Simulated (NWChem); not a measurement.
System: CH4FeO2, quintet; SMILES C[O][Fe][OH]

The following NWChem deck was run.

```
start job
memory heap 200 mb stack 900 mb global 1100 mb
geometry units angstroms
  Fe     0.578190    -0.205434     0.245471
  O      0.587764     0.880774     1.751338
  H      0.449587     1.493340     2.467311
  O     -0.806209    -0.184292    -0.991536
  C     -1.883763    -0.083898    -1.837330
  H     -1.954780     0.927717    -2.261478
  H     -1.793984    -0.798356    -2.669441
  H     -2.820937    -0.296398    -1.303582
end
basis spherical
  * library def2-svp
end
dft
  odft
  mult 5
  xc pbe0
  iterations 150
end
driver
  maxiter 120
end
task dft optimize
```

Excerpt of the output:

```
             Northwest Computational Chemistry Package (NWChem) 7.3.0
             --------------------------------------------------------

 C1  symmetry detected

                             Geometry "geometry" -> ""
                             -------------------------

 Output coordinates in angstroms (scale by  1.889725989 to convert to a.u.)

  No.       Tag          Charge          X              Y              Z
 ---- ---------------- ---------- -------------- -------------- --------------
    1 Fe                  26.0000     0.45808366    -0.59833449    -0.00003223
    2 O                    8.0000    -0.84138154    -1.92459430    -0.00008179
    3 H                    1.0000    -1.61440202    -2.48081875     0.00093063
    4 O                    8.0000     0.03823769     1.21023488     0.00028440
    5 C                    6.0000    -0.38968145     2.51539926    -0.00016910
    6 H                    1.0000    -0.96939650     2.73695514     0.90710887
    7 H                    1.0000     0.46615600     3.20614609    -0.03664218
    8 H                    1.0000    -1.02929317     2.71689412    -0.87116563

 Effective nuclear repulsion energy (a.u.)     219.3782180845

                                Z-matrix (autoz)
                                --------

 Units are Angstrom for bonds and degrees for angles

      Type          Name      I     J     K     L     M      Value
      ----------- --------  ----- ----- ----- ----- ----- ----------
    1 Stretch                  1     2                       1.85676
    2 Stretch                  1     4                       1.85666
    3 Stretch                  2     3                       0.95234
    4 Stretch                  4     5                       1.37352
    5 Stretch                  5     6                       1.09923
    6 Stretch                  5     7                       1.10042
    7 Stretch                  5     8                       1.09924
    8 Bend                     1     2     3               170.15192
    9 Bend                     1     5     6               109.45012
   10 Bend                     1     5     7               113.66276
   11 Bend                     1     5     8               109.25399
   12 Bend                     2     1     4               122.51536
   13 Bend                     4     5     6               110.82755
   14 Bend                     4     5     7               110.74319
   15 Bend                     4     5     8               110.83762
   16 Bend                     5     1     2               120.35412
   17 Bend                     6     5     7               108.11971
   18 Bend                     6     5     8               108.07023
   19 Bend                     7     5     8               108.13244
   20 Torsion                  2     1     5     6          61.08882
   21 Torsion                  2     1     5     7        -177.92404
   22 Torsion                  2     1     5     8         -57.06204
   23 Torsion                  1     2     4     5         179.94783
   24 Torsion                  3     2     1     4          -0.35433
   25 Torsion                  1     4     6     5        -171.68071
   26 Torsion                  1     4     7     5         179.51157
   27 Torsion                  1     4     8     5         172.14019

                           NWChem Geometry Optimization
                           ----------------------------

 maximum gradient threshold         (gmax) =   0.000450
 rms gradient threshold             (grms) =   0.000300
 maximum cartesian step threshold   (xmax) =   0.001800
 rms cartesian step threshold       (xrms) =   0.001200
 fixed trust radius                (trust) =   0.300000
 source of zmatrix                         =   autoz

          -------------------
          Energy Minimization
          -------------------

 Using diagonal initial Hessian
 Scaling for Hessian diagonals: bonds = 1.00  angles = 0.25  torsions = 0.10

          --------
          Step   0

                                 NWChem DFT Module
                                 -----------------

 Summary of "ao basis" -> "ao basis" (spherical)
 ------------------------------------------------------------------------------
       Tag                 Description            Shells   Functions and Types
 ---------------- ------------------------------  ------  ---------------------
 Fe                         def2-svp                11       31   5s3p2d1f
 O                          def2-svp                 6       14   3s2p1d
 H                          def2-svp                 3        5   2s1p
 C                          def2-svp                 6       14   3s2p1d

            General Information
            -------------------
          SCF calculation type: DFT
          Wavefunction type:  spin polarized.
          No. of atoms     :     8
          No. of electrons :    52
           Alpha electrons :    28
            Beta electrons :    24
          Charge           :     0
          Spin multiplicity:     5
          Use of symmetry is: off; symmetry adaption is: off
          Maximum number of iterations: 150
          AO basis - number of functions:    93
                     number of shells:    41
          Convergence on energy requested:  1.00D-06
          Convergence on density requested:  1.00D-05
          Convergence on gradient requested:  5.00D-04

              XC Information
              --------------
                         PBE0 Method XC Functional
                     Hartree-Fock (Exact) Exchange  0.250
          PerdewBurkeErnzerhof Exchange Functional  0.750
            Perdew 1991 LDA Correlation Functional  1.000 local
           PerdewBurkeErnz. Correlation Functional  1.000 non-local

             Grid Information
             ----------------
          Grid used for XC integration:  medium
          Radial quadrature: Mura-Knowles
          Angular quadrature: Lebedev.
          Tag              B.-S. Rad. Rad. Pts. Rad. Cut. Ang. Pts.
          ---              ---------- --------- --------- ---------
          Fe                  1.40      112          10.0       590
          O                   0.60       49          13.0       434
          H                   0.35       45          14.0       434
          C                   0.70       49          12.0       434
          Grid pruning is: on
          Number of quadrature shells:   439
          Spatial weights used:  Erf1

      Superposition of Atomic Density Guess
      -------------------------------------

 Sum of atomic energies:       -1451.12754897

      Non-variational initial energy
      ------------------------------

 Total energy =   -1451.184728
 1-e energy   =   -2439.055726
 2-e energy   =     768.492780
 HOMO         =      -0.252783
 LUMO         =      -0.245941

[...]

      ----------------------
      Optimization converged
      ----------------------

  Step       Energy      Delta E   Gmax     Grms     Xrms     Xmax
  ---- ---------------- -------- -------- -------- -------- --------
@   55   -1453.95384756 -8.4D-09  0.00003  0.00001  0.00031  0.00118
                                     ok       ok       ok       ok

                                Z-matrix (autoz)
                                --------

 Units are Angstrom for bonds and degrees for angles

      Type          Name      I     J     K     L     M      Value     Gradient
      ----------- --------  ----- ----- ----- ----- ----- ---------- ----------
    1 Stretch                  1     2                       1.77431    0.00002
    2 Stretch                  1     4                       1.75831    0.00001
    3 Stretch                  2     3                       0.95828   -0.00002
    4 Stretch                  4     5                       1.37058    0.00002
    5 Stretch                  5     6                       1.10994   -0.00001
    6 Stretch                  5     7                       1.10836   -0.00003
    7 Stretch                  5     8                       1.11002    0.00002
    8 Bend                     1     2     3               129.70092    0.00000
    9 Bend                     1     5     6               106.36374    0.00000
   10 Bend                     1     5     7               124.16248    0.00000
   11 Bend                     1     5     8               105.41922   -0.00000
   12 Bend                     2     1     4               175.56269   -0.00000
   13 Bend                     4     5     6               112.54854    0.00000
   14 Bend                     4     5     7               111.42701    0.00001
   15 Bend                     4     5     8               112.61554   -0.00001
   16 Bend                     5     1     2               174.52536    0.00000
   17 Bend                     6     5     7               106.54673   -0.00001
   18 Bend                     6     5     8               106.71252    0.00000
   19 Bend                     7     5     8               106.57505    0.00000
   20 Torsion                  2     1     5     6          60.76895    0.00000
   21 Torsion                  2     1     5     7        -175.31436   -0.00000
   22 Torsion                  2     1     5     8         -52.30292   -0.00000
   23 Torsion                  1     2     4     5          -2.23835   -0.00000
   24 Torsion                  3     2     1     4         175.72367   -0.00000
   25 Torsion                  1     4     6     5        -150.56920   -0.00000
   26 Torsion                  1     4     7     5         172.10208    0.00000
   27 Torsion                  1     4     8     5         152.92804    0.00000

                         Geometry "geometry" -> "geometry"
                         ---------------------------------

 Output coordinates in angstroms (scale by  1.889725989 to convert to a.u.)

  No.       Tag          Charge          X              Y              Z
 ---- ---------------- ---------- -------------- -------------- --------------
    1 Fe                  26.0000    -0.37311149    -0.47508496    -0.00103738
    2 O                    8.0000    -0.57181683    -2.23818851    -0.01302944
    3 H                    1.0000    -1.37170531    -2.76433542     0.02757680
    4 O                    8.0000    -0.04162041     1.25164206     0.01270329
    5 C                    6.0000    -0.32104248     2.59334741    -0.00313895
    6 H                    1.0000    -0.90660010     2.91664372     0.88261966
    7 H                    1.0000     0.60648960     3.20008513    -0.00697044
    8 H                    1.0000    -0.90227033     2.89777252    -0.89849055

 Effective nuclear repulsion energy (a.u.)     226.0941337889

                Final and change from initial internal coordinates
                --------------------------------------------------

                                Z-matrix (autoz)
                                --------

 Units are Angstrom for bonds and degrees for angles

      Type          Name      I     J     K     L     M      Value       Change
      ----------- --------  ----- ----- ----- ----- ----- ---------- ----------
    1 Stretch                  1     2                       1.77431   -0.08246
    2 Stretch                  1     4                       1.75831   -0.09835
    3 Stretch                  2     3                       0.95828    0.00594
    4 Stretch                  4     5                       1.37058   -0.00294
    5 Stretch                  5     6                       1.10994    0.01071
    6 Stretch                  5     7                       1.10836    0.00794
    7 Stretch                  5     8                       1.11002    0.01078
    8 Bend                     1     2     3               129.70092  -40.45101
    9 Bend                     1     5     6               106.36374   -3.08638
   10 Bend                     1     5     7               124.16248   10.49972
   11 Bend                     1     5     8               105.41922   -3.83477
   12 Bend                     2     1     4               175.56269   53.04733
   13 Bend                     4     5     6               112.54854    1.72099
   14 Bend                     4     5     7               111.42701    0.68381
   15 Bend                     4     5     8               112.61554    1.77792
   16 Bend                     5     1     2               174.52536   54.17123
   17 Bend                     6     5     7               106.54673   -1.57298
   18 Bend                     6     5     8               106.71252   -1.35771
   19 Bend                     7     5     8               106.57505   -1.55739
   20 Torsion                  2     1     5     6          60.76895   -0.31987
   21 Torsion                  2     1     5     7        -175.31436    2.60968
   22 Torsion                  2     1     5     8         -52.30292    4.75912
   23 Torsion                  1     2     4     5          -2.23835  177.81381
   24 Torsion                  3     2     1     4         175.72367  176.07799
   25 Torsion                  1     4     6     5        -150.56920   21.11151
   26 Torsion                  1     4     7     5         172.10208   -7.40950
   27 Torsion                  1     4     8     5         152.92804  -19.21215

 ==============================================================================
                                internuclear distances
 ------------------------------------------------------------------------------
       center one      |      center two      | atomic units |  angstroms
 ------------------------------------------------------------------------------
    2 O                |   1 Fe               |     3.35295  |     1.77431
    3 H                |   2 O                |     1.81089  |     0.95828
    4 O                |   1 Fe               |     3.32273  |     1.75831
    5 C                |   4 O                |     2.59003  |     1.37058
    6 H                |   5 C                |     2.09748  |     1.10994
    7 H                |   5 C                |     2.09450  |     1.10836
    8 H                |   5 C                |     2.09764  |     1.11002
 ------------------------------------------------------------------------------
                         number of included internuclear distances:          7
 ==============================================================================
```

Level: PBE0/def2-SVP, spin-unrestricted. Not confirmed as a minimum by frequencies. The spin multiplicity was typed, not searched, and may not be the lowest.
